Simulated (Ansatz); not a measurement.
Gas-phase electronic energies from Ansatz, PBE0-D4/def2-TZVP geometries. CCSD(T)/CBS is the MP2 limit (def2-TZVPP, def2-QZVPP) plus CCSD(T) − MP2 in def2-TZVPP, frozen cores. This one scheme is used for every species. DFT in def2-TZVPP. B3LYP here is the variant with VWN-RPA as its local correlation; programs differ in this. Each species was taken in one conformer, which may not be the lowest.

Consider the hydrogenolysis of a C–Si bond: `N[SiH2]/C=C/[SiH3]` + H₂ → `C=C[SiH2]N` + SiH₄.

```json
{"level": "B3LYP", "ΔE (kcal/mol)": "-7.6"}
{"level": "HF/CBS(def2)", "ΔE (kcal/mol)": "-10.8"}
```

What does CCSD(T)/CBS give? (Estimate.)

Computed: -4.8 kcal/mol. The listed levels differ from it by -2.8, -6.0 kcal/mol.

Largest T1 diagnostic among the species: 0.011.

The D4 term adds +2.4 kcal/mol with B3LYP and +1.4 kcal/mol with PBE0; it sums over pairs of atoms, weighted by their polarisabilities, and B3LYP, whose exchange is more repulsive, gets the larger term. At CCSD(T), def2-SVP lies −3.1 kcal/mol from the extrapolated value and def2-TZVPP −0.8 kcal/mol. From BLYP to BHLYP (50 % exact exchange), in def2-TZVPP and without D4, ΔE moves by −1.2 kcal/mol.

CCSD(T)/CBS has its own doubt, a few kJ/mol and more with outer-core shells, so smaller differences from it don't rank the levels.
